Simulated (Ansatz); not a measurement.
C3H4OSi (`C#CC(=O)[SiH3]`). Total charge 0; spin multiplicity 1. All single points use the PBE0-D4/def2-TZVP geometry.

```xyz
9

C    -1.670   -0.319    1.685
C    -0.607    0.021    1.234
C     0.620    0.378    0.554
O     1.557    0.889    1.127
Si    0.674   -0.015   -1.337
H    -2.601   -0.610    2.112
H     1.987    0.423   -1.860
H    -0.441    0.710   -1.998
H     0.481   -1.476   -1.517
```

(1) What is the dipole moment at r2SCAN/def2-TZVPP? (An estimate is asked.)

(2) And with PBE, B3LYP, ωB97M-V? (An estimate is asked.)

(3) Give the Mulliken charges with r2SCAN, B3LYP, PBE in def2-TZVPP. (An estimate is asked.)

Results:

(1) Computed: 2.78 D, with components (-2.35, -1.17, -0.91) D in this frame, pointing from negative to positive charge.

(2) Computed: PBE 2.66 D, B3LYP 2.82 D, ωB97M-V 2.79 D.

(3) Ansatz gave: 
```tsv
atom	r2SCAN	B3LYP	PBE
C1	0.09	0.08	0.06
C2	-0.17	-0.25	-0.17
C3	0.01	0.02	0.02
O4	-0.28	-0.25	-0.21
Si5	0.27	0.26	0.18
H6	0.24	0.27	0.22
H7	-0.05	-0.04	-0.03
H8	-0.05	-0.05	-0.04
H9	-0.05	-0.05	-0.04
```

B3LYP here is the variant with VWN-RPA as its local correlation; programs differ in this.
